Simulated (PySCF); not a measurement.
## Spin states and ions at one geometry of Ta3

PySCF 2.14.0, UKS PBE0, Ta def2-SVP with ECP60; non-relativistic Hamiltonian with scalar-relativistic core potentials where named; density fitting; no spin-orbit coupling; singlets restricted, open shells unrestricted. The geometry is relaxed for charge 0, quartet, vacuum:

```xyz
3

Ta    0.0000    0.0000    2.4370
Ta   -0.0001    0.0000   -0.0747
Ta    0.0000    0.0000   -2.3624
```

Energies count from the relaxed state; an electron taken off or put on is at rest in vacuum. Charges and spins are Mulliken's.

Q: Order these states by energy, lowest first.
A. charge +1, quintet, vacuum
B. charge -1, quintet, vacuum
C. charge +1, triplet, vacuum
D. charge 0, sextet, vacuum
E. charge -1, triplet, vacuum
F. charge 0, quartet, vacuum
G. charge 0, doublet, vacuum

A: B (-1.17 eV), E (-0.78 eV), F (0.00 eV), G (0.40 eV), D (0.69 eV), A (6.09 eV), C (6.48 eV).

Q: How do charge and spin on the first atom follow?

A: 
| state | spin squared | charge on Ta1 (e) | spin on Ta1 (e) | dipole about the centre of mass (D) |
| --- | --- | --- | --- | --- |
| charge 0, quartet, vacuum | 5.12 | 0.21 | 3.05 | 0.56 |
| charge 0, doublet, vacuum | 3.21 | 0.21 | -1.97 | 0.71 |
| charge 0, sextet, vacuum | 8.93 | 0.17 | 2.94 | 0.93 |
| charge +1, triplet, vacuum | 3.63 | 0.85 | 2.59 | 0.79 |
| charge +1, quintet, vacuum | 6.24 | 0.85 | 2.81 | 0.43 |
| charge -1, triplet, vacuum | 4.21 | -0.36 | 3.11 | 0.78 |
| charge -1, quintet, vacuum | 7.31 | -0.39 | 3.84 | 0.45 |

With an electron taken off (quintet, the lower of the two states computed) the charges change, summed by element, by Ta +1.00 e. The vertical ionisation energy is 6.09 eV, against −ε(HOMO) = 4.69 eV over both spins of the relaxed state. The level lies 1.4 eV too high, as is usual for semilocal functionals and global hybrids, which keep a self-interaction error.

With an electron put on (quintet, the lower of the two states computed) the charges change, summed by element, by Ta -1.00 e. The vertical electron affinity is 1.17 eV, against −ε(LUMO) = 2.35 eV over both spins of the relaxed state. The basis has no diffuse functions, which an added electron needs. The added electron's level lies above zero.

Open shells may have lower solutions than those found. Hard to converge, so the more doubtful: charge 0, doublet, vacuum. Spin squared well over S(S+1) tells of spin contamination.

No frequency check is given that shows the relaxed geometry to be a minimum. The relaxed state is spin-contaminated (spin squared 5.12 against 3.75).
